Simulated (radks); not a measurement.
Q: Charge is removed step by step from the 4p down level of neutral strontium, starting from [Ar] 3d10 4s2 4p(up 3, down 3) 5s2. All-electron calculation, non-relativistic Kohn-Sham, PBE, spin-polarised, spherical densities, point nucleus; relativity is left out, which matters for an element this heavy. Program: a radial shooting solver on a logarithmic mesh with Libxc functionals. At the starting occupation the eigenvalue is -22.941 eV. Estimate the energy to remove one whole electron from this level, the eigenvalue at the end, and how far E(n) bends from a straight line.

A: Delta-SCF 28.152 eV; final eigenvalue -33.603 eV; the deviation from the straight line is -1.335 eV at 0.5 electron removed, the largest on the grid computed. Slater's transition state (half an electron removed) gives 28.092 eV. Integrating minus the eigenvalue over the occupation (Janak's theorem) gives 28.152 eV. The mean slope of the eigenvalue, de/dn, is 10.7 eV per electron.
